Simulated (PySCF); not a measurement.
Excitation energies in several basis sets

Compound: H9NOSi3.
SMILES: `N[SiH2][SiH2]O[SiH3]`

TDDFT with PBE0 (PySCF), vertical singlets, core orbitals frozen in the response, spherical d and f functions. The structure is a single PBE0-D3(BJ)/def2-SVP conformer in the gas phase; no vibrational or solvent corrections.

```json
{"basis": "6-31G*", "functions": "100", "diffuse": "no", "S1 (eV)": "5.43", "S2 (eV)": "6.27", "S3 (eV)": "6.73", "S4 (eV)": "7.04", "S5 (eV)": "7.24", "LUMO (eV)": "-0.32", "α (au)": "76.3"}
{"basis": "6-31+G*", "functions": "120", "diffuse": "yes", "S1 (eV)": "5.27", "S2 (eV)": "6.06", "S3 (eV)": "6.38", "S4 (eV)": "6.56", "S5 (eV)": "6.78", "LUMO (eV)": "-0.77", "α (au)": "86.8"}
{"basis": "def2-SVP", "functions": "127", "diffuse": "no", "S1 (eV)": "5.55", "S2 (eV)": "6.42", "S3 (eV)": "6.87", "S4 (eV)": "6.87", "S5 (eV)": "7.36", "LUMO (eV)": "-0.25", "α (au)": "82.7"}
{"basis": "def2-SVPD", "functions": "187", "diffuse": "yes", "S1 (eV)": "5.42", "S2 (eV)": "6.19", "S3 (eV)": "6.50", "S4 (eV)": "6.64", "S5 (eV)": "6.92", "LUMO (eV)": "-0.64", "α (au)": "96.1"}
{"basis": "aug-cc-pVDZ", "functions": "208", "diffuse": "yes", "S1 (eV)": "5.25", "S2 (eV)": "5.99", "S3 (eV)": "6.24", "S4 (eV)": "6.48", "S5 (eV)": "6.63", "LUMO (eV)": "-0.81", "α (au)": "98.5"}
{"basis": "def2-TZVP", "functions": "227", "diffuse": "no", "S1 (eV)": "5.35", "S2 (eV)": "6.13", "S3 (eV)": "6.60", "S4 (eV)": "6.61", "S5 (eV)": "7.05", "LUMO (eV)": "-0.66", "α (au)": "91.0"}
{"basis": "def2-TZVPD", "functions": "287", "diffuse": "yes", "S1 (eV)": "5.27", "S2 (eV)": "6.02", "S3 (eV)": "6.34", "S4 (eV)": "6.52", "S5 (eV)": "6.73", "LUMO (eV)": "-0.81", "α (au)": "97.3"}
```

Task: Compare the sets with the largest diffuse one.

Result: States are compared by their number. Against the largest diffuse basis here (def2-TZVPD, itself not a converged limit), sets without diffuse functions differ by up to 0.28 eV in S1 and 0.63 eV in S5; the smaller diffuse sets differ by up to 0.16 and 0.19 eV. State by state, the largest deviation of a set without diffuse functions is S1 0.28, S2 0.40, S3 0.52, S4 0.52, S5 0.63 eV. The same number needn't mean the same state in each row. Against def2-TZVPD the polarisability deviates by -22% in 6-31G*, -11% in 6-31+G*, -15% in def2-SVP, -1% in def2-SVPD, +1% in aug-cc-pVDZ, -6% in def2-TZVP. A single + in a Pople set puts diffuse functions on heavy atoms only.
